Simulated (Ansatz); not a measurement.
Rb3H3⁺, relaxed as a doublet with UKS PBE0-D4/def2-TZVP in Ansatz, starting from the GFN2-xTB geometry. Force threshold 0.02 eV/Å.

In the def2 sets Rb takes a core potential; there is no spin–orbit coupling. In the doublet, H4 and H5 lie 0.75 Å apart (atoms count from 1), so H2 has formed as a molecule. The relaxation made no stability test and no search for a lower SCF solution. The structure comes from a short search, and lower isomers may exist.

Start:

Cartesian coordinates in Å:
```
Rb -2.3662 -2.7093 0.3345
Rb -0.1526 0.7876 -1.0054
Rb 3.4294 2.7932 0.6784
H -2.3638 -0.2515 0.7879
H -0.2864 -2.1421 -0.9778
H 1.7395 1.5221 0.1823
```

```csv
step,energy (eV),largest force component (eV/Å),SCF passes
1,-2008.4287,1.011,18
2,-2008.7315,0.370,19
3,-2008.9276,0.223,18
4,-2009.1084,0.298,18
5,-2009.2858,0.349,17
6,-2009.4735,0.370,16
7,-2009.6665,0.404,15
8,-2009.9230,0.501,20
9 (rejected),-2009.8267,3.511,42
10,-2010.0518,0.627,33
11,-2010.2104,0.432,27
14,-2010.5929,0.614,17
17,-2010.7831,0.166,16
20,-2010.9448,0.137,16
23,-2011.0046,0.140,17
26,-2011.0165,0.073,13
29,-2011.0233,0.065,12
32,-2011.0250,0.118,13
35,-2011.0263,0.039,12
38,-2011.0274,0.069,12
41,-2011.0284,0.083,13
44,-2011.0317,0.237,13
47,-2011.0396,0.016,13
50,-2011.0439,0.005,17
53,-2011.0445,0.139,12
55,-2011.0448,0.015,12
```

Force components are those of the run's own axes.

End:

Cartesian coordinates in Å:
```
Rb -2.463 -5.280 -1.588
Rb 0.710 -1.183 -0.762
Rb 2.499 3.411 0.526
H -0.828 1.061 0.867
H -1.520 0.833 1.052
H 1.602 1.158 -0.095
```

Bonds lost: Rb1–H4, Rb1–H5, Rb2–H5 (atoms count from 1). Metal–metal contacts that move far: Rb1–Rb2 4.35 to 5.25 Å, Rb2–Rb3 4.44 to 5.10 Å.

The force fell under the threshold at step 27, but the optimiser went on and released 0.025 eV more. No frequencies were taken in this run, so the end may be a saddle point.

Run time 1.7 min (4 threads of Arm Neoverse V2 on a shared host).
